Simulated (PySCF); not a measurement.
- geometry from GFN2-xTB
- GIAO PBE0/pcSseg-1 shieldings
- code: PySCF 2.14
- no solvent model, single conformer, no relativistic terms, rapidly exchanging positions averaged

Scale: TMS for ¹H (σref 31.72) and ¹³C (σref 186.93) (reference shieldings calculated alike). Shifts are as computed. Against solution values, carbons near 30 ppm lie about +3 ppm off and those near 130 ppm about +5 ppm; carbons on Cl a further +6 ppm. Of 1211 compounds with measured shifts, 218 miss one by over three times the rms of a fit or turn the order of signals round; such compounds aren't used in these exercises. Carbons bonded to Cl come out too deshielded.

Problem. Order these molecules by the shift of their most shielded carbon, lowest δ first.
A. CC(C)=PC(F)(F)F
B. Cc1cnnn1[SiH](C)C
C. CO/C(Cl)=C\C(=O)Cl
D. ClC=C1C=CC=C1
E. Cc1cncpc1C1CC1

Solution. B (-0.7 ppm, methyl carbon bonded to Si), E (20.1 ppm, three-membered-ring carbon), A (29.9 ppm, methyl carbon), C (59.1 ppm, methyl carbon bonded to O), D (125.5 ppm, alkene CH).

Problem. Order these molecules by the shift of their most deshielded carbon-bound hydrogen, lowest δ first.
A. CO/C(Cl)=C\C(=O)Cl
B. ClC=C1C=CC=C1
C. Cc1cncpc1C1CC1
D. CC(C)=PC(F)(F)F
E. Cc1cnnn1[SiH](C)C

Solution. D (2.91 ppm, hydrogen on a methyl carbon), A (5.60 ppm, hydrogen on a β carbon of an enol-ether or enamine type C=C), B (6.92 ppm, hydrogen on an alkene CH), E (7.51 ppm, hydrogen on an aromatic CH next to a ring nitrogen), C (10.46 ppm, hydrogen on an aromatic CH next to a ring nitrogen).

Problem. How many ¹³C and ¹H signals does each give (equivalence by symmetry and fast rotation, but not about amide C–N or C=N bonds)? `CC(C)=PC(F)(F)F`, `Cc1cncpc1C1CC1`, `CO/C(Cl)=C\C(=O)Cl`, `ClC=C1C=CC=C1`, `Cc1cnnn1[SiH](C)C`

Solution. CC(C)=PC(F)(F)F: 4 C, 2 H; Cc1cncpc1C1CC1: 7 C, 6 H; CO/C(Cl)=C\C(=O)Cl: 4 C, 2 H; ClC=C1C=CC=C1: 6 C, 5 H; Cc1cnnn1[SiH](C)C: 4 C, 4 H.
